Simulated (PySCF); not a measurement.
Compound: C2H7F3GeO2Si.
SMILES with atom numbers: `[CH3:1][O:2][Si@@:3]([OH:4])([GeH3:5])[C:6]([F:7])([F:8])[F:9]` (hydrogens: H10, H11, H12 on C1; H13 on O4; H14, H15, H16 on Ge5)

A GFN2-xTB structure was refined with PBE0-D3(BJ)/def2-SVP geometry optimisation, gas phase in PySCF. Its GFN2-xTB values:

```json
{"coordinate": "C1–O2", "GFN2-xTB": "1.403 Å"}
{"coordinate": "C1–H10", "GFN2-xTB": "1.089 Å"}
{"coordinate": "O2–Si3", "GFN2-xTB": "1.602 Å"}
{"coordinate": "Si3–O4", "GFN2-xTB": "1.620 Å"}
{"coordinate": "Si3–Ge5", "GFN2-xTB": "2.323 Å"}
{"coordinate": "Si3–C6", "GFN2-xTB": "1.934 Å"}
{"coordinate": "O4–H13", "GFN2-xTB": "0.955 Å"}
{"coordinate": "Ge5–H14", "GFN2-xTB": "1.493 Å"}
{"coordinate": "C6–F7", "GFN2-xTB": "1.334 Å"}
{"coordinate": "C6–F8", "GFN2-xTB": "1.362 Å"}
{"coordinate": "O2–Si3–Ge5", "GFN2-xTB": "117.0°"}
{"coordinate": "O2–Si3–C6", "GFN2-xTB": "102.5°"}
{"coordinate": "Si3–C6–F7", "GFN2-xTB": "118.6°"}
{"coordinate": "Si3–C6–F8", "GFN2-xTB": "108.2°"}
{"coordinate": "Si3–C6–F9", "GFN2-xTB": "111.1°"}
{"coordinate": "O4–Si3–Ge5", "GFN2-xTB": "115.7°"}
{"coordinate": "Ge5–Si3–C6", "GFN2-xTB": "101.5°"}
{"coordinate": "F7–C6–F8", "GFN2-xTB": "106.5°"}
{"coordinate": "C1–O2–Si3–O4", "GFN2-xTB": "-67°"}
{"coordinate": "O2–Si3–C6–F7", "GFN2-xTB": "9°"}
```

Question: How do these coordinates change at the PBE0-D3(BJ)/def2-SVP level?

Answer: 
```json
{"coordinate": "Si3–Ge5", "PBE0-D3(BJ)/def2-SVP (Å or °)": "2.383", "change": "+0.060"}
{"coordinate": "Ge5–H14", "PBE0-D3(BJ)/def2-SVP (Å or °)": "1.540", "change": "+0.047"}
{"coordinate": "O2–Si3", "PBE0-D3(BJ)/def2-SVP (Å or °)": "1.640", "change": "+0.038"}
{"coordinate": "Si3–O4", "PBE0-D3(BJ)/def2-SVP (Å or °)": "1.658", "change": "+0.038"}
{"coordinate": "C6–F8", "PBE0-D3(BJ)/def2-SVP (Å or °)": "1.344", "change": "-0.018"}
{"coordinate": "C1–H10", "PBE0-D3(BJ)/def2-SVP (Å or °)": "1.100", "change": "+0.011"}
{"coordinate": "O4–H13", "PBE0-D3(BJ)/def2-SVP (Å or °)": "0.962", "change": "+0.007"}
{"coordinate": "Si3–C6", "PBE0-D3(BJ)/def2-SVP (Å or °)": "1.928", "change": "-0.006"}
{"coordinate": "C1–O2", "PBE0-D3(BJ)/def2-SVP (Å or °)": "1.403", "change": "0.000"}
{"coordinate": "C6–F7", "PBE0-D3(BJ)/def2-SVP (Å or °)": "1.334", "change": "0.000"}
{"coordinate": "Ge5–Si3–C6", "PBE0-D3(BJ)/def2-SVP (Å or °)": "108.1", "change": "+6.6"}
{"coordinate": "Si3–C6–F7", "PBE0-D3(BJ)/def2-SVP (Å or °)": "114.7", "change": "-3.9"}
{"coordinate": "O4–Si3–Ge5", "PBE0-D3(BJ)/def2-SVP (Å or °)": "112.2", "change": "-3.5"}
{"coordinate": "O2–Si3–Ge5", "PBE0-D3(BJ)/def2-SVP (Å or °)": "113.5", "change": "-3.5"}
{"coordinate": "Si3–C6–F8", "PBE0-D3(BJ)/def2-SVP (Å or °)": "110.7", "change": "+2.5"}
{"coordinate": "Si3–C6–F9", "PBE0-D3(BJ)/def2-SVP (Å or °)": "109.4", "change": "-1.7"}
{"coordinate": "O2–Si3–C6", "PBE0-D3(BJ)/def2-SVP (Å or °)": "104.0", "change": "+1.5"}
{"coordinate": "F7–C6–F8", "PBE0-D3(BJ)/def2-SVP (Å or °)": "107.6", "change": "+1.1"}
{"coordinate": "O2–Si3–C6–F7", "PBE0-D3(BJ)/def2-SVP (Å or °)": "47", "change": "+38"}
{"coordinate": "C1–O2–Si3–O4", "PBE0-D3(BJ)/def2-SVP (Å or °)": "-75", "change": "-8"}
```

The energy falls by 0.274 eV over 25 energy and gradient evaluations, the largest force component goes from 0.0244 to 3.8e-04 Eh/bohr, and the atoms move by 0.377 Å rms after alignment. The bond that changes most is Si3–Ge5 (ends: oxygen-bound silicon; germanium bonded to Si and 3 H), which lengthens by 0.060 Å. Bonds longer at the end by more than 0.005 Å: 10 of 15; shorter: 2. Among the dihedrals that turn most is O2–Si3–C6–F7, from 9° to 47°. Rotational constants go from 1049, 787.2, 588.7 to 1086, 720.7, 566.6 MHz.

The run used 183 basis functions and 165 SCF cycles in all. The run took about 10 min of CPU time (one thread, shared machine).

Stationary, but not proved a minimum. The numbers are those of one conformer.
